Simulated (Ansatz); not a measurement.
Reaction (formal loss of a carbene): `C[CH]([SiH3])[AlH][F]` → `[F][AlH][CH2][SiH3]` + `[CH2]` (triplet)

Calculated with Ansatz (gas phase, PBE0-D4/def2-TZVP geometries, no zero-point term in ΔE). CBS: MP2 limit from def2 TZ/QZ plus the TZ coupled-cluster correction, frozen cores. This one scheme is used for every species. Functionals use def2-TZVPP. HSE06 is defined as in plane-wave codes. Triplets are unrestricted, without spin–orbit coupling. One conformer a species, not always the lowest.

`C[CH]([SiH3])[AlH][F]`:

Cartesian coordinates in Å:
```
C 0.017 -0.510 1.472
C 0.377 -0.298 -0.008
Si -1.127 -0.490 -1.107
Al 1.278 1.382 -0.390
F 1.166 2.588 0.736
H -0.664 0.266 1.829
H -0.474 -1.475 1.638
H 0.897 -0.480 2.119
H 1.074 -1.078 -0.354
H -1.768 -1.822 -0.924
H -0.756 -0.332 -2.542
H -2.139 0.555 -0.779
H 2.117 1.695 -1.690
```

`[F][AlH][CH2][SiH3]`:

Cartesian coordinates in Å:
```
F -1.027 1.991 1.828
Al 0.237 1.539 0.866
C 0.480 -0.348 0.511
Si -0.436 -0.980 -0.989
H 1.149 2.696 0.304
H 1.549 -0.541 0.360
H 0.150 -0.926 1.381
H -0.046 -0.196 -2.195
H -1.904 -0.821 -0.802
H -0.151 -2.415 -1.263
```

`[CH2]` (triplet):

Z-matrix (Å, degrees):
```
C
H 1 1.079
H 1 1.079 2 134.9
```

Q: Is it downhill or uphill in electronic energy at CCSD(T)/CBS, and by how much? (Best estimate.)

A: Ansatz gave: Uphill: ΔE = +4.28 eV.

Q: What do these levels give: PBE-D4, B97M-V, HSE06-D4, HSE06, MP2/def2-TZVPP, SCS-MP2/def2-TZVPP? (Estimate.)

A: Ansatz gave: PBE-D4 4.36, B97M-V 4.25, HSE06-D4 4.26, HSE06 4.19, MP2/def2-TZVPP 4.30, SCS-MP2/def2-TZVPP 4.30 eV.

Largest T1 diagnostic among the species: 0.012.

The D4 term adds +0.14 eV with B3LYP and +0.08 eV with PBE0; it sums over pairs of atoms, weighted by their polarisabilities, and B3LYP, whose exchange is more repulsive, gets the larger term. At CCSD(T), def2-SVP lies −0.14 eV from the extrapolated value and def2-TZVPP −0.12 eV.

B3LYP here is the variant with VWN-RPA as its local correlation; programs differ in this.
